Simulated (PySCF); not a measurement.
Sn(H)2(Br)(Et), C2H7BrSn, SMILES [Br][SnH2][CH2]C (CAM-B3LYP/def2-SVP optimised geometry):

```
11

Sn     0.115    -1.401     0.000
Br    -0.563    -2.443     2.186
C     -0.733     0.577     0.000
C     -0.313     1.429     1.194
H      1.825    -1.401     0.000
H     -0.511    -2.418    -1.222
H     -0.442     1.047    -0.953
H     -1.825     0.447    -0.032
H     -0.796     2.418     1.164
H      0.775     1.597     1.215
H     -0.592     0.953     2.146
```

Calculation: PySCF 2.14.0 with CAM-B3LYP/def2-TZVP, def2 effective core potentials past Kr.

Question: What are the frontier orbital energies and the dipole moment?

Answer: HOMO-2 -9.95 eV, HOMO-1 -9.25 eV, HOMO -9.08 eV, LUMO 0.12 eV, LUMO+1 0.93 eV; dipole moment 3.09 D.

On the same geometry PBE/def2-TZVP, def2 effective core potentials past Kr in PySCF gives HOMO-2 -7.38 eV, HOMO-1 -6.68 eV, HOMO -6.58 eV, LUMO -1.63 eV, LUMO+1 -0.73 eV; dipole moment 2.93 D.
